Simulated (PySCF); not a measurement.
Molecule: SMILES CCC([SiH3])([SiH3])[SiH3], C₃H₁₄Si₃.

Atom-mapped SMILES (the numbers label the heavy atoms): `[CH3:1][CH2:2][C:3]([SiH3:4])([SiH3:5])[SiH3:6]`. Hydrogens are named by the atom that carries them.

Geometry PBE0-D3(BJ)/def2-SVP throughout; GIAO in PySCF 2.14, gas phase, one conformer, non-relativistic; equivalent atoms averaged; functional PBE0.

For orientation, 6-31G gives these shifts δ (against TMS at the same level): C2 30.4, C1 15.8, C3 -6.9, Si4/Si5/Si6 -28.8, H(Si4)/H(Si5)/H(Si6) 3.90, H(C2) 1.91, H(C1) 1.36 ppm.

A run gave: C2 31.3, C1 19.7, C3 -19.4, Si4/Si5/Si6 -56.5, H(Si4)/H(Si5)/H(Si6) 1.64, H(C2) 0.70, H(C1) 0.59 ppm (shifts δ (against TMS at the same level)).

Task: Which basis set was used in that run?
A. def2-TZVP
B. aug-cc-pVDZ
C. 6-31G*
D. cc-pVDZ
E. STO-3G

Result: E. H(Si4)/H(Si5)/H(Si6) tells them apart best: STO-3G gives 1.64, cc-pVDZ gives 3.99, def2-TZVP gives 4.30, 6-31G* gives 4.22, aug-cc-pVDZ gives 4.15 ppm.
